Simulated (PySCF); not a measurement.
Electron correlation in Fe⁸⁺ (iron, charge +8)

[Ar], closed-shell 1S. All numbers are calculated (PySCF 2.14, the non-relativistic Hamiltonian (point nucleus), in an even-tempered Gaussian basis (18 s from 0.4 bohr⁻², ratio 2.5; 12 p from 0.52 bohr⁻², ratio 2.5; 5 d from 4.4 bohr⁻², ratio 2.7; 4 f from 6.5 bohr⁻², ratio 2.7)). Frozen: 1s2; 16 electrons correlated; the 21 highest virtual orbitals of each spin left out.

MP2 pair energies summed by pair of shells (mhartree):

```json
{"pair": "2p-2p", "energy": "-182.91", "share (%)": "32.1"}
{"pair": "3p-3p", "energy": "-155.44", "share (%)": "27.3"}
{"pair": "2p-3p", "energy": "-85.45", "share (%)": "15.0"}
{"pair": "2s-2p", "energy": "-53.77", "share (%)": "9.4"}
{"pair": "3s-3p", "energy": "-37.03", "share (%)": "6.5"}
{"pair": "2p-3s", "energy": "-16.23", "share (%)": "2.8"}
{"pair": "2s-3p", "energy": "-15.88", "share (%)": "2.8"}
{"pair": "2s-2s", "energy": "-10.00", "share (%)": "1.8"}
{"pair": "3s-3s", "energy": "-8.72", "share (%)": "1.5"}
{"pair": "2s-3s", "energy": "-4.47", "share (%)": "0.8"}
```

Total MP2 correlation energy: -569.92 mhartree.

Same-spin part -157.59 and opposite-spin part -412.33 mhartree; SCS-MP2 scales them by 1/3 and 6/5 to -547.33 mhartree.
